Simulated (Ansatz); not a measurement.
## A ladder of methods for SiSe (SMILES [Si][Se])

The species is SiSe (2 atoms), meant as a singlet with charge 0. As SMILES, `[Si][Se]`. The coordinates come from a PBE0-D4/def2-TZVP relaxation.

```xyz
2

Si    0.0000    0.0000    0.0314
Se    0.0000    0.0000    2.0931
```

Quantity: the energy change with the Si1–Se2 bond stretched from 2.062 to 5.154 Å, in eV. The values are calculated.

```csv
level,kind,program,value (eV),less FCI/STO-3G,CPU time (all runs)
HF/STO-3G (restricted),Hartree–Fock,Ansatz,8.82,+2.55,0.5 s
SVWN5/STO-3G (restricted),LDA,Ansatz,9.48,+3.21,5.6 s
BLYP/STO-3G (restricted),GGA,Ansatz,8.72,+2.45,12 s
r2SCAN/STO-3G (restricted),meta-GGA,Ansatz,9.60,+3.33,42 s
HSE06/STO-3G (restricted),range-separated hybrid,Ansatz,10.30,+4.03,17 s
RPA@PBE/STO-3G (restricted),RPA,Ansatz,4.49,-1.78,12 s
MP2/STO-3G (restricted),perturbation theory,Ansatz,10.15,+3.88,2.5 s
FCI/STO-3G,exact in the basis,Ansatz,6.27,0.00,6.2 s
```

FCI/STO-3G is exact within its basis and frozen core, so for wave-function methods in that basis the difference is their error; functionals converge differently with the basis, so for them it is only a difference. A spin-restricted reference rises too steeply as a bond breaks; here HF/STO-3G, SVWN5/STO-3G, BLYP/STO-3G, r2SCAN/STO-3G, HSE06/STO-3G, MP2/STO-3G lie well above the multireference or unrestricted value. All-electron rows without a relativistic Hamiltonian named are non-relativistic. The first shape isn't each level's own minimum. The values span 4.49 to 10.30 eV. All rows use very small basis sets, so none should be taken for the real molecule's value. In the correlated wave-function rows the outer d shell of Se is correlated, in sets not made for it. In so small a basis fixed costs decide the times, and correlated methods can beat functionals. CPU times are rough (shared hosts, several kinds of processor and program).
